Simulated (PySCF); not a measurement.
PySCF input (M06-2X/def2-TZVPD):

```python
from pyscf import gto, scf, dft

mol = gto.M(
    atom='''
    Ge   -0.20797344   -0.32913602   -0.25492310
    Cl    1.91942568   -0.74187598   -0.07502206
    Cl   -0.45798099    1.62031725   -1.18533905
    Cl   -1.06996528   -0.25889111    1.74021634
    ''',
    basis='def2-tzvpd',
    charge=0,
    spin=1,
    verbose=4,
)

mf = dft.UKS(mol, xc='m062x').density_fit(auxbasis='def2-universal-jkfit')
mf.grids.level = 4
mf.conv_tol = 1e-9
mf.max_cycle = 100
mf.max_memory = 1500
mf.kernel()
if not mf.converged:
    mf = mf.newton()
    mf.kernel(mf.make_rdm1())
for _ in range(2):
    mo, _, stable, _ = mf.stability(return_status=True)
    if stable:
        break
    mf.kernel(mf.make_rdm1(mo, mf.mo_occ))
mf.analyze()
```

Output:

```
PySCF version 2.14.0

[INPUT] verbose = 4
[INPUT] num. atoms = 4
[INPUT] num. electrons = 83
[INPUT] charge = 0
[INPUT] spin (= nelec alpha-beta = 2S) = 1
[INPUT] symmetry False subgroup None
[INPUT] Mole.unit = angstrom
[INPUT] Symbol           X                Y                Z      unit          X                Y                Z       unit  Magmom
[INPUT]  1 Ge    -0.207973440000  -0.329136020000  -0.254923100000 AA   -0.393012842784  -0.621976935529  -0.481734841825 Bohr   0.0
[INPUT]  2 Cl     1.919425680000  -0.741875980000  -0.075022060000 AA    3.627188851657  -1.401942420593  -0.141771146701 Bohr   0.0
[INPUT]  3 Cl    -0.457980990000   1.620317250000  -1.185339050000 AA   -0.865458641357   3.061955837408  -2.239966169252 Bohr   0.0
[INPUT]  4 Cl    -1.069965280000  -0.258891110000   1.740216340000 AA   -2.021941341994  -0.489233293985   3.288532280093 Bohr   0.0

nuclear repulsion = 527.102941381248
number of shells = 66
number of NR pGTOs = 322
number of NR cGTOs = 192
basis = def2-tzvpd
ecp = {}

******** <class 'pyscf.df.df_jk.DFUKS'> ********
method = DFUKS
initial guess = minao
damping factor = 0
level_shift factor = 0
DIIS = <class 'pyscf.scf.diis.CDIIS'>
diis_start_cycle = 1
diis_space = 8
diis_damp = 0
SCF conv_tol = 1e-09
SCF conv_tol_grad = None
SCF max_cycles = 100
direct_scf = False
number electrons alpha = 42  beta = 41
XC library pyscf.dft.libxc version 7.1.2
    S. Lehtola, C. Steigemann, M. J. T. Oliveira, and M. A. L. Marques,  SoftwareX 7, 1–5 (2018)
XC functionals = m062x
    Y. Zhao and D. G. Truhlar,  Theor. Chem. Acc. 120, 215 (2008)
    Y. Zhao and D. G. Truhlar,  Theor. Chem. Acc. 120, 215 (2008)
radial grids:
    Treutler-Ahlrichs [JCP 102, 346 (1995); DOI:10.1063/1.469408] (M4) radial grids

becke partition: Becke, JCP 88, 2547 (1988); DOI:10.1063/1.454033
pruning grids: <function nwchem_prune>
grids dens level: 4
symmetrized grids: False
atomic radii adjust function: <function treutler_atomic_radii_adjust>
small_rho_cutoff = 0
Set gradient conv threshold to 3.16228e-05
tot grids = 116256
******** <class 'pyscf.df.df.DF'> ********
auxbasis = def2-universal-jkfit
init E= -3457.29486573061
  alpha nocc = 42  HOMO = -0.206993995550413  LUMO = -0.0233347098130707
  beta  nocc = 41  HOMO = -0.398381072843037  LUMO = -0.20699399555042

WARN: HOMO -0.206993995550413 >= LUMO -0.20699399555042

[...]
  beta  nocc = 41  HOMO = -0.396496987563463  LUMO = -0.145997288712149
  HOMO = -0.321199862982  LUMO = -0.145997288712  gap/eV = 4.76750
Extra cycle  E= -3457.71733959641  delta_E= -9.09e-13  |g|= 1.25e-06  |ddm|= 4.09e-06
converged SCF energy = -3457.71733959641  <S^2> = 0.75392711  2S+1 = 2.0039233
uhf_internal: lowest eigs of H = [0.26316594 0.28066895 0.28067931]
<class 'pyscf.df.df_jk.DFUKS'> wavefunction is stable in the internal stability analysis
**** SCF Summaries ****
Total Energy =                       -3457.717339596407328
Nuclear Repulsion Energy =             527.102941381248229
One-electron Energy =                -5851.911938713552445
Two-electron Energy =                 1867.091657735896433
Two-electron Coulomb Energy =         2031.034116874290248
DFT Exchange-Correlation Energy =     -163.942459138393815
HOMO-LUMO gap [eV] =                     4.767504880162051
**** MO energy ****
                             alpha | beta                alpha | beta
MO #1   energy= -401.128310349682  | -401.126367905794  occ= 1 | 1
MO #2   energy= -102.66244929369   | -102.660645286888  occ= 1 | 1
MO #3   energy= -102.662443529822  | -102.66063980163   occ= 1 | 1
MO #4   energy= -102.662441547357  | -102.660637805666  occ= 1 | 1
MO #5   energy= -50.6342822749749  | -50.6322791798534  occ= 1 | 1
MO #6   energy= -45.1587379335584  | -45.1564325292281  occ= 1 | 1
MO #7   energy= -45.1572300787651  | -45.1564324058472  occ= 1 | 1
MO #8   energy= -45.1572299727706  | -45.1561621708048  occ= 1 | 1
MO #9   energy= -9.82493660111069  | -9.82434115929249  occ= 1 | 1
MO #10  energy= -9.82493255301947  | -9.82433695915848  occ= 1 | 1
MO #11  energy= -9.8249278258813   | -9.8243292372215   occ= 1 | 1
MO #12  energy= -7.54739825592317  | -7.54374621159953  occ= 1 | 1
MO #13  energy= -7.54739285955944  | -7.54374099231936  occ= 1 | 1
MO #14  energy= -7.54738919781476  | -7.54373509406029  occ= 1 | 1
MO #15  energy= -7.54254292602701  | -7.54149752092665  occ= 1 | 1
MO #16  energy= -7.54253823851969  | -7.54149334571878  occ= 1 | 1
MO #17  energy= -7.54253770585575  | -7.54149182178426  occ= 1 | 1
MO #18  energy= -7.54204519385877  | -7.54097208994006  occ= 1 | 1
MO #19  energy= -7.54204126041407  | -7.54096718949208  occ= 1 | 1
MO #20  energy= -7.54203939792899  | -7.5409659492892   occ= 1 | 1
MO #21  energy= -6.60115725836461  | -6.59656366704448  occ= 1 | 1
MO #22  energy= -4.76477620560658  | -4.76047140142516  occ= 1 | 1
MO #23  energy= -4.76172471205626  | -4.76047072410396  occ= 1 | 1
MO #24  energy= -4.76172410851005  | -4.75860280705228  occ= 1 | 1
MO #25  energy= -1.50053826025668  | -1.49916646408765  occ= 1 | 1
MO #26  energy= -1.50053749013621  | -1.49916607764291  occ= 1 | 1
MO #27  energy= -1.50040596260091  | -1.49676445729332  occ= 1 | 1
MO #28  energy= -1.49840605699541  | -1.49676383521173  occ= 1 | 1
MO #29  energy= -1.49840524276086  | -1.49655918386833  occ= 1 | 1
MO #30  energy= -0.960213649858002 | -0.950900715167652 occ= 1 | 1
MO #31  energy= -0.930347441871145 | -0.921849273034658 occ= 1 | 1
MO #32  energy= -0.930343604742881 | -0.921844838381332 occ= 1 | 1
MO #33  energy= -0.622548007919143 | -0.595078838978765 occ= 1 | 1
MO #34  energy= -0.488260487108683 | -0.473481121622867 occ= 1 | 1
MO #35  energy= -0.48825762316875  | -0.4734791886513   occ= 1 | 1
MO #36  energy= -0.453759786833267 | -0.438483529807167 occ= 1 | 1
MO #37  energy= -0.424587689410471 | -0.416191182288397 occ= 1 | 1
MO #38  energy= -0.424584282903266 | -0.416186123917349 occ= 1 | 1
MO #39  energy= -0.407208311210187 | -0.404090540099249 occ= 1 | 1
MO #40  energy= -0.4072040969859   | -0.404086246111262 occ= 1 | 1
MO #41  energy= -0.399129963170655 | -0.396496987563463 occ= 1 | 1
MO #42  energy= -0.321199862982272 | -0.145997288712149 occ= 1 | 0
MO #43  energy= -0.00945287897877108 | -0.0183644942216645 occ= 0 | 0
MO #44  energy= 0.00572973080273629 | 0.0113786196351077 occ= 0 | 0
MO #45  energy= 0.00573328300510864 | 0.0113795132313239 occ= 0 | 0
MO #46  energy= 0.0171920537055619 | 0.0139595075564784 occ= 0 | 0
MO #47  energy= 0.0370155073574693 | 0.0352144914628643 occ= 0 | 0
MO #48  energy= 0.0370158982453088 | 0.0439777993628077 occ= 0 | 0
MO #49  energy= 0.0380923502526429 | 0.0439785819641575 occ= 0 | 0
MO #50  energy= 0.0541315569322947 | 0.053986653299942  occ= 0 | 0
MO #51  energy= 0.0541329848760024 | 0.0539882612172964 occ= 0 | 0
MO #52  energy= 0.0637346551521373 | 0.0664585713055015 occ= 0 | 0
MO #53  energy= 0.0637351971064238 | 0.0664592160736258 occ= 0 | 0
MO #54  energy= 0.0737226968609983 | 0.0693702722250761 occ= 0 | 0
MO #55  energy= 0.0927330981816961 | 0.0940293054236873 occ= 0 | 0
MO #56  energy= 0.11461059113284   | 0.104947576760631  occ= 0 | 0
MO #57  energy= 0.146918987236683  | 0.131447891221355  occ= 0 | 0
MO #58  energy= 0.146924898193484  | 0.131453471126543  occ= 0 | 0
MO #59  energy= 0.157107781017951  | 0.153392532276893  occ= 0 | 0
MO #60  energy= 0.157111923197632  | 0.153395224141953  occ= 0 | 0
MO #61  energy= 0.173637378138649  | 0.175840953202248  occ= 0 | 0
MO #62  energy= 0.173650243485264  | 0.175851579672542  occ= 0 | 0
MO #63  energy= 0.185350953751796  | 0.182310224931442  occ= 0 | 0
MO #64  energy= 0.228407759508327  | 0.208688836881781  occ= 0 | 0
MO #65  energy= 0.231740359008716  | 0.22591555133561   occ= 0 | 0
MO #66  energy= 0.23174318815076   | 0.225919878133828  occ= 0 | 0
MO #67  energy= 0.239281328853428  | 0.237706802439251  occ= 0 | 0
MO #68  energy= 0.244127441701438  | 0.241305941856301  occ= 0 | 0
MO #69  energy= 0.244129332497834  | 0.241308009927389  occ= 0 | 0
MO #70  energy= 0.252301232472598  | 0.250433099955879  occ= 0 | 0
MO #71  energy= 0.266143236592198  | 0.26076483975244   occ= 0 | 0
MO #72  energy= 0.266146418340106  | 0.260767042269202  occ= 0 | 0
MO #73  energy= 0.271326428560504  | 0.268854762742362  occ= 0 | 0
MO #74  energy= 0.27132970723832   | 0.268859098876981  occ= 0 | 0
MO #75  energy= 0.292301411701945  | 0.2766228685878    occ= 0 | 0
MO #76  energy= 0.310841852668977  | 0.307280005509905  occ= 0 | 0
MO #77  energy= 0.310844199249749  | 0.307282177820749  occ= 0 | 0
MO #78  energy= 0.317805952026648  | 0.318203398847338  occ= 0 | 0
MO #79  energy= 0.368744970472282  | 0.35390774553294   occ= 0 | 0
MO #80  energy= 0.412907627494907  | 0.406773452166303  occ= 0 | 0
MO #81  energy= 0.412909254881391  | 0.406776440175432  occ= 0 | 0
MO #82  energy= 0.45362034179706   | 0.448110285968014  occ= 0 | 0
MO #83  energy= 0.453624694851866  | 0.448113462249729  occ= 0 | 0
MO #84  energy= 0.467487392597073  | 0.463507750630457  occ= 0 | 0
MO #85  energy= 0.483819352268792  | 0.484476715484855  occ= 0 | 0
MO #86  energy= 0.489753277502954  | 0.484484663568127  occ= 0 | 0
MO #87  energy= 0.489761697458851  | 0.484785029562383  occ= 0 | 0
MO #88  energy= 0.57231324455122   | 0.562848353885324  occ= 0 | 0
MO #89  energy= 0.572317031107091  | 0.562850911760413  occ= 0 | 0
MO #90  energy= 0.577686804644819  | 0.578538872023602  occ= 0 | 0
MO #91  energy= 0.592419161715722  | 0.592519978237747  occ= 0 | 0
MO #92  energy= 0.592437737459911  | 0.592536106657098  occ= 0 | 0
MO #93  energy= 0.604118382735605  | 0.599371410467356  occ= 0 | 0
MO #94  energy= 0.635856551848869  | 0.634368278788009  occ= 0 | 0
MO #95  energy= 0.635861598684477  | 0.634372401862699  occ= 0 | 0
MO #96  energy= 0.64006678789696   | 0.640004035158001  occ= 0 | 0
MO #97  energy= 0.643925118353842  | 0.644245845320675  occ= 0 | 0
MO #98  energy= 0.651668865375935  | 0.651120355152817  occ= 0 | 0
MO #99  energy= 0.651676098808535  | 0.651125893851747  occ= 0 | 0
MO #100 energy= 0.661732860607014  | 0.659598095010695  occ= 0 | 0
MO #101 energy= 0.661856941276892  | 0.661290850296047  occ= 0 | 0
MO #102 energy= 0.661867120420867  | 0.661300275764419  occ= 0 | 0
MO #103 energy= 0.684048579640262  | 0.684041878278903  occ= 0 | 0
MO #104 energy= 0.69479484834435   | 0.69463550262707   occ= 0 | 0
[...]
```

It need not be the lowest isomer of its formula.
